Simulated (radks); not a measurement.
Problem. Radial electron density D(r) = 4 pi r^2 rho(r) of an atom or ion with 2 electrons. Method: non-relativistic Kohn-Sham, BLYP, spin-polarised, spherical densities, point nucleus; computed with a radial shooting solver on a logarithmic mesh with Libxc functionals.

```
   r/bohr * D(r) (the largest magnitude, 4.95, reaches the edge; | marks zero)
  0.02018 |  *
  0.02349 |   *
  0.02735 |     *
  0.03209 |      *
  0.03736 |        *
  0.04349 |           *
  0.05063 |              *
  0.05942 |                  *
  0.06917 |                       *
  0.08053 |                           *
  0.09375 |                                 *
     0.11 |                                       *
   0.1281 |                                            *
   0.1491 |                                                 *
   0.1736 |                                                    *
   0.2037 |                                                      *
   0.2371 |                                                     *
   0.2761 |                                                  *
    0.324 |                                            *
   0.3771 |                                    *
   0.4391 |                            *
   0.5111 |                   *
   0.5998 |           *
   0.6983 |      *
   0.8129 |  *
   0.9464 |*
    1.111 *
    1.293 *
```

What is the nuclear charge?

Solution. Z = 5. The innermost maximum, from 1s, lies near 1/Z = 0.2 bohr (found: 0.210), and its height grows with Z. The density is that of the boron ion B3+ in [He]; the configuration itself is not fixed sharply by these data. D(r) has 1 maximum, at r = 0.210 bohr.
